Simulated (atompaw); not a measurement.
## u(r) = r·R(r): atom against pseudo-atom (Fe)

Columns: radius, all-electron u(r) and pseudo u(r) of the 4s shell (level -16.17 eV) of iron in the configuration [Ne] 3s2 3p6 3d6 4s0.5 4p0; PBE, scalar-relativistic, PAW (atompaw) scheme, atompaw 4.2.0.5.

```
r (bohr)  all-electron   pseudo
   0.063       -0.0424  -0.0333
   0.127        0.1441  -0.0657
   0.190        0.1929  -0.0946
   0.254        0.1233  -0.1198
   0.317        0.0031  -0.1393
   0.381       -0.1216  -0.1527
   0.444       -0.2208  -0.1590
   0.508       -0.2874  -0.1578
   0.571       -0.3182  -0.1490
   0.635       -0.3182  -0.1323
   0.698       -0.2930  -0.1086
   0.762       -0.2483  -0.0775
   0.825       -0.1909  -0.0408
   0.888       -0.1251   0.0013
   0.952       -0.0534   0.0484
   1.015        0.0189   0.0981
   1.079        0.0920   0.1509
   1.142        0.1618   0.2039
   1.206        0.2293   0.2577
   1.269        0.2917   0.3098
   1.333        0.3505   0.3609
   1.396        0.4034   0.4087
   1.460        0.4521   0.4543
   1.523        0.4951   0.4957
   1.587        0.5338   0.5339
   1.650        0.5672   0.5672
```

Q: How many radial nodes do the two functions have?

A: The all-electron 4s function has n − l − 1 = 3; the pseudo-wave has 1, since 1 lower shell of the same l stays in the valence.

Q: Is the pseudo-wave norm-conserving?

A: No, it belongs to a PAW set: the norm inside the radius is not constrained, and the difference is carried by the augmentation charge.
